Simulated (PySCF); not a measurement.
C5H9B.
Cartesian coordinates in Å at the GFN2-xTB level; atoms count from 1:
```
atom  x, y, z in Å
C1     3.213   -0.114    0.557
C2     2.337   -0.392   -0.224
B3     1.262   -0.739   -1.214
C4    -0.264   -0.518   -0.889
C5    -0.623   -0.093    0.536
C6    -2.124    0.112    0.705
H7     3.976    0.130    1.239
H8     1.573   -1.168   -2.262
H9    -0.640    0.242   -1.585
H10   -0.826   -1.424   -1.140
H11   -0.280   -0.857    1.237
H12   -0.100    0.834    0.781
H13   -2.365    0.389    1.729
H14   -2.666   -0.801    0.463
H15   -2.478    0.903    0.045
```

Vertical excitations from PySCF (density fitting, frozen core in the response, grid level 2 and gas phase unless stated; continuum runs use non-equilibrium linear response for the excitations) on a GFN2-xTB geometry. Reference run:

```json
{"settings": "PBE0/def2-SVPD, full TDDFT, 6 singlets", "S1, eV (f)": "4.14 (0.000)", "S2, eV (f)": "5.68 (0.004)", "S3, eV (f)": "5.72 (0.080)", "S4, eV (f)": "6.05 (0.003)", "S5, eV (f)": "6.31 (0.005)", "S6, eV (f)": "7.16 (0.005)", "T1, eV (Tamm–Dancoff)": "3.76", "mean α (au)": "73.4"}
```

Question: What do these settings give: (1) CAM-B3LYP/cc-pVDZ, start guess vsap, fitting basis def2-universal-jkfit, TDA, 1 singlet; (2) PBE0/aug-pcSseg-1, grid level 1, TDA, 25 singlets?

Answer: 
```tsv
settings	S1, eV (f)	S2, eV (f)	S3, eV (f)	S4, eV (f)	S5, eV (f)	S6, eV (f)	T1, eV (Tamm–Dancoff)	mean α (au)
CAM-B3LYP/cc-pVDZ, start guess vsap, fitting basis def2-universal-jkfit, TDA, 1 singlet	4.22 (0.000)	–	–	–	–	–	–	63.9
PBE0/aug-pcSseg-1, grid level 1, TDA, 25 singlets	4.15 (0.000)	5.69 (0.001)	5.80 (0.083)	6.08 (0.004)	6.33 (0.006)	6.96 (0.035)	3.77	74.5
```

(1) S1 moves by +0.08 eV; functional, basis and response scheme change together, so the shift can't be laid on one. (2) S1 moves by +0.01 eV; basis and response scheme change together, so the shift can't be laid on one. States are counted by energy in each run and needn't keep their character from row to row.

Question: Which orbital pairs make up S1 in each run, and how does it sit against the orbital gap?

Answer: 
| settings | S1 configurations (weight) | S1 (eV) | orbital gap (eV) | S1 − gap (eV) |
| --- | --- | --- | --- | --- |
| PBE0/def2-SVPD, full TDDFT, 6 singlets | H→L 0.98 | 4.14 | 5.95 | -1.81 |
| CAM-B3LYP/cc-pVDZ, start guess vsap, fitting basis def2-universal-jkfit, TDA, 1 singlet | H→L 0.96 | 4.22 | 8.44 | -4.22 |
| PBE0/aug-pcSseg-1, grid level 1, TDA, 25 singlets | H→L 0.98 | 4.15 | 5.94 | -1.79 |

One conformer stands for the species.
